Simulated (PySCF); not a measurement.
NMR data simulated for an unnamed compound:

1H NMR (400 MHz, computed): δ 6.79 (m, 2H), 6.73 (m, 2H), 5.58 (br s, 2H), 5.13 (s, 2H).

13C{1H} NMR (computed): δ 179.8 (C), 127.8 (CH), 119.0 (CH).

One averaged value for each set of equivalent atoms, single conformer, no relativistic terms, no solvent model. Geometry: GFN2-xTB; shieldings: GIAO PBE0/pcSseg-1; PySCF.

δ = σ(ref) − σ, references computed at the same level: TMS for 1H (σref 31.72) and 13C (σref 186.93).

Task: Which of these does the molecule contain: a heteroaromatic ring, a Si–H bond, an N-methyl group, a CH3CH2 unit, an OH group, an NH or NH2 group?

Result: 
- A heteroaromatic ring: yes.
- A Si–H bond: yes (δH 5.13 (s)).
- An N-methyl group: no.
- A CH3CH2 unit: no.
- An OH group: no.
- An NH or NH2 group: yes (δH 5.58 (br s)).

The data belong to `NC(=O)[SiH2]n1cccc1`, C₅H₈N₂OSi; they needn't prove each group on their own.

Carbon signals by region: 1 in the far downfield region (above 160 ppm), 2 in the sp2 and nitrile region (100–160 ppm). Above 160 ppm: 179.8, carbonyl carbon.

Exchangeable OH/NH protons stand at their gas-phase positions; hydrogen bonding in a real sample shifts them, mostly to higher δ. Shifts are as computed. Against solution values, carbons near 30 ppm lie about +3 ppm off and those near 130 ppm about +5 ppm. Of 1211 compounds with measured shifts, 218 miss one by over three times the rms of a fit or turn the order of signals round; such compounds aren't used in these exercises. The C=O carbon of an acid or of an amide with N–H lies up to 10 ppm further downfield in solution, through hydrogen bonding that the calculation lacks. Multiplicities follow the n + 1 count of equivalent neighbours, as no J values were calculated; m marks all less simple cases, F and P coupling included.
